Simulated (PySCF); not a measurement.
**Nuclear quadrupole coupling in `C[SiH2][C@H](OC1CC1)C(N)=O`**

C₆H₁₃NO₂Si.
Cartesian coordinates in Å at the GFN2-xTB level; atoms count from 1:
```xyz
23
C6H13NO2Si angstrom
C     -1.004    1.687    2.848
Si     0.368    0.872    1.831
C     -0.339    0.252    0.153
O      0.786   -0.319   -0.513
C      0.447   -1.302   -1.443
C      1.460   -2.367   -1.707
C      0.198   -2.705   -0.968
C     -0.960    1.397   -0.603
N     -0.137    1.962   -1.512
O     -2.077    1.809   -0.367
H     -1.683    0.947    3.263
H     -1.597    2.356    2.229
H     -0.598    2.261    3.675
H      1.450    1.807    1.502
H      0.928   -0.314    2.489
H     -1.109   -0.506    0.327
H     -0.157   -0.934   -2.272
H      2.373   -2.319   -1.137
H      1.583   -2.717   -2.720
H     -0.559   -3.290   -1.468
H      0.279   -2.892    0.092
H      0.784    1.582   -1.650
H     -0.441    2.761   -2.041
```

Field gradients from the PBE0/pcSseg-1 density (PySCF, non-relativistic), principal values in atomic units, ordered |Vxx| ≤ |Vyy| ≤ |Vzz|:

```tsv
atom	Vxx	Vyy	Vzz
O4	-0.0521	-1.9229	1.9750
N9	0.4000	0.5065	-0.9065
O10	0.7145	0.8593	-1.5738
```

Question: Find the asymmetry η = (Vxx − Vyy)/Vzz and the couplings χ = eQV/h (234.96 MHz × Q in barn × V in au), with Q(17O) = −0.0256 b, Q(14N) = 0.02044 b.

Answer: 
```json
{"atom": "O4", "environment": "ether oxygen", "nucleus": "17O", "η": "0.95", "χzz (MHz)": "-11.88", "χxx (MHz)": "0.31", "χyy (MHz)": "11.57"}
{"atom": "N9", "environment": "amide nitrogen", "nucleus": "14N", "η": "0.12", "χzz (MHz)": "-4.354", "χxx (MHz)": "1.921", "χyy (MHz)": "2.433"}
{"atom": "O10", "environment": "amide oxygen", "nucleus": "17O", "η": "0.09", "χzz (MHz)": "9.47", "χxx (MHz)": "-4.30", "χyy (MHz)": "-5.17"}
```

At O4 η is above 0.9: Vyy and Vzz are nearly equal in size and opposite in sign, so a small change could swap them and flip the sign of χzz. 

Question: What is Vzz at O10 in SI units (1 au = 9.71736 × 10²¹ V/m²)?

Answer: -1.5738 au = -15.293 × 10²¹ V/m².

Question: And the gradient at the other heavy atoms, for which no coupling is worked out here?

Answer: 
```tsv
atom	environment	Vzz (au)	η
C1	Si-methyl carbon	0.025	0.85
Si2	SiH2 silicon	0.256	0.04
C3	sp3 carbon bound to oxygen	0.422	0.42
C5	sp3 carbon bound to oxygen	0.392	0.61
C6	three-membered-ring carbon	0.184	0.09
C7	three-membered-ring carbon	0.188	0.16
C8	amide carbonyl carbon	0.430	0.50
```

Were the hydrogens deuterons (Q(2H) = 0.00286 b), χzz would run from 107 kHz (H14 and H15) to 283 kHz (H23).

Isolated species at its GFN2-xTB geometry (one conformer only). GFN2-xTB bond lengths can be off by several hundredths of an ångström, more for odd bonds, and the gradients follow them. With so small a basis the couplings can be 20 % off.
